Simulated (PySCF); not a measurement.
SiFCl2Br, SMILES F[Si](Cl)(Cl)Br. Heavy atoms are numbered as in [F:1][Si:2]([Cl:3])([Cl:4])[Br:5].

The structure is a stationary point at ωB97X-D3(BJ)/def2-SVP.

Method: PBE/pcSseg-1 run with PySCF.

GIAO shieldings, no solvent; atoms alike by connectivity are averaged. δ = σ(ref) − σ: ¹⁹F against CFCl3 (σ = 133.6 ppm); ²⁹Si against TMS (σ = 335.4 ppm); ³⁵Cl against HCl (σ = 936.5 ppm), references at their B3LYP-D3(BJ)/def2-TZVP geometries, non-relativistic (without spin–orbit terms, shifts of atoms bonded to Cl or Br come out too high).

| nucleus | atoms | count | δ (ppm) |
|---|---|---|---|
| ¹⁹F | F1 | 1 | -92.2 |
| ²⁹Si | Si2 | 1 | 4.1 |
| ³⁵Cl | Cl3 | 2 | 195.1 |
